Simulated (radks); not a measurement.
Polarisability of the nickel ion Ni+, [Ar] 3d9, at imaginary frequency. Calculated with a radial shooting solver on a logarithmic mesh with Libxc functionals: scalar-relativistic Kohn-Sham, LB94 model potential, spin-unpolarised, spherical densities, finite nucleus; Fermi nuclear charge, rms radius 3.7757 fm. Response by self-consistent Sternheimer equations with the Hartree and adiabatic LDA kernel, the relativistic mass of each level held fixed and spin-orbit coupling left out.

w (hartree)  alpha1(iw) (bohr^3)
0.00266                    6.580
0.0143                     6.574
0.0360                     6.541
0.0697                     6.438
0.118                      6.196
0.186                      5.744
0.280                      5.059
0.413                      4.220
0.605                      3.350
0.892                      2.526
1.35                       1.777
2.12                       1.122
3.59                      0.5956
6.94                      0.2342
17.5                     0.05166

Static values: alpha1 = 6.580 bohr^3 (0.9751 angstrom^3; uncoupled 8.838). C6 = 22.32, triple-dipole C9 = 95.12 atomic units. One-pole (London) frequency 4 C6 / (3 alpha1^2) = 0.687 hartree, against 0.760 for minus the highest occupied eigenvalue.
